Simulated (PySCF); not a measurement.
# Electron correlation in B⁺ (boron, charge +1)

[He] 2s2, closed-shell 1S. Calculation: PySCF 2.14, in x2c-TZVPPall (5s3p2d1f, 31 functions); scalar relativity by spin-free X2C-1e. Frozen: nothing; 4 electrons correlated.

```tsv
level	correlation energy (mhartree)
CCSD	-74.67
(T)	-0.25
CCSD(T)	-74.92
CCSDT	-74.94
```

Diagnostics: T1 = 0.0083, D1 = 0.0166, largest double amplitude 0.149.

Cost of the coupled-cluster step: roughly 0.14 core-seconds, for 4 correlated electrons.

Iterations:

```
CC2 = 0
CCSD nocc = 2, nmo = 31
frozen orbitals []
max_cycle = 100
direct = 0
conv_tol = 1e-08
conv_tol_normt = 1e-06
diis_space = 8
diis_start_cycle = 0
Init t2, MP2 energy = -24.2937206731343  E_corr(MP2) -0.0500629036756313
Init E_corr(CCSD) = -0.050062903676479
cycle = 1  E_corr(CCSD) = -0.0626356306916887  dE = -0.012572727  norm(t1,t2) = 0.0634732
cycle = 2  E_corr(CCSD) = -0.0682926140232385  dE = -0.00565698333  norm(t1,t2) = 0.0343301
cycle = 3  E_corr(CCSD) = -0.0747951876385035  dE = -0.00650257362  norm(t1,t2) = 0.0188124
cycle = 4  E_corr(CCSD) = -0.074630060108991  dE = 0.00016512753  norm(t1,t2) = 0.000439597
cycle = 5  E_corr(CCSD) = -0.074700451984299  dE = -7.03918753e-05  norm(t1,t2) = 0.0001415
cycle = 6  E_corr(CCSD) = -0.0746752181558153  dE = 2.52338285e-05  norm(t1,t2) = 7.67469e-05
cycle = 7  E_corr(CCSD) = -0.0746726320762953  dE = 2.58607952e-06  norm(t1,t2) = 6.73484e-06
cycle = 8  E_corr(CCSD) = -0.0746728466976262  dE = -2.14621331e-07  norm(t1,t2) = 5.88935e-07
cycle = 9  E_corr(CCSD) = -0.0746728175232057  dE = 2.91744204e-08  norm(t1,t2) = 1.45439e-07
cycle = 10  E_corr(CCSD) = -0.0746727968103218  dE = 2.0712884e-08  norm(t1,t2) = 5.98378e-08
cycle = 11  E_corr(CCSD) = -0.0746727977123727  dE = -9.02050989e-10  norm(t1,t2) = 1.12655e-08
CCSD converged
E(CCSD) = -24.31833056717108  E_corr = -0.07467279771237274
CCSD(T) correction = -0.000254509641361567
```

This basis was not built for core-valence correlation, so the inner-shell part is incomplete.
